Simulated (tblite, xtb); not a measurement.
Cl3Lu, charge -1, doublet, geometry from GFN2-xTB (such geometries of metal compounds can be far from the true shape) (the multiplicity is a formal guess). Base run: GFN1-xTB in xtb.

The xtb input:
```
$ xtb mol.xyz --gfn 1 --chrg -1 --uhf 1 --json

# file mol.xyz
4

Lu     0.04761349     0.14468794     0.09037466
Cl     2.12369389    -0.53361945    -0.74776567
Cl    -0.86805685    -1.14788636     1.81185352
Cl    -1.45449340     1.07722089    -1.44153497
```

Programs used: tblite, xtb; a row that names a program was run with it.

Variants of this job, named by their change:

```
change                                                      ΔE vs base (mEh)  G_solv (kcal/mol)  SCF cycles
----------------------------------------------------------  ----------------  -----------------  ----------
base                                                                   0.000                  -           8
program = tblite; method = gfn1; option = (--guess, eeq)               0.000                  -           -
alpb = ether                                                         -63.738             -40.03           8
gbsa = water                                                         -91.923             -58.06           7
program = tblite; method = gfn1; option = --spin-polarized           -13.344                  -           -
acc = 1000                                                             0.000                  -           5
program = tblite; method = gfn1; option = (--alpb, water)            -67.626                  -           -
etemp = 5000                                                         -34.184                  -           8
alpb = hexane                                                        -45.687             -28.71           8
acc = 0.1                                                              0.000                  -           9
program = tblite; method = gfn1; option = --grad                       0.000                  -           -
alpb = dmso                                                          -78.917             -49.60           8
```

ALPB and GBSA are two models with their own fitted parameters for each solvent, which aren't always the measured dielectric constant.
